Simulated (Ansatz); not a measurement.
Coupled-cluster diagnostics for Cu2S⁺, Ansatz.

Geometry of the doublet (PBE0-D4/def2-TZVP):

```xyz
3

Cu   -1.516    0.397   -0.641
Cu    1.464    0.517    0.675
S     0.052   -0.913   -0.034
```

Correlated methods freeze 23 core orbitals. No other spin state of charge 1 was run. The structure comes from a short search, and lower isomers may exist.

(1) Estimate the CCSD(T) correlation energy, the shares of MP2 and (T), T1 and the reference's ⟨S²⟩ for: charge 1, doublet, own geometry in def2-TZVPP; and the rough time on 4 threads of Arm Neoverse V1 on a shared host.

Results:

(1) 
| state | basis | correlation (eV) | MP2 share (%) | (T) share (%) | T1 | ⟨S²⟩ (pure) | wall time |
| --- | --- | --- | --- | --- | --- | --- | --- |
| charge 1, doublet, own geometry | def2-TZVPP | -28.809 | 106.5 | 4.3 | 0.032 | 0.76 (0.75) | 31 s |
Customary marks for T1 are 0.02 (closed shells), 0.045 (open shells) and about 0.05 (3d metals). T1 exceeds 0.02 in 1 of 1 rows and 0.045 in 0; the higher it lies, the less the single-reference result can be trusted.
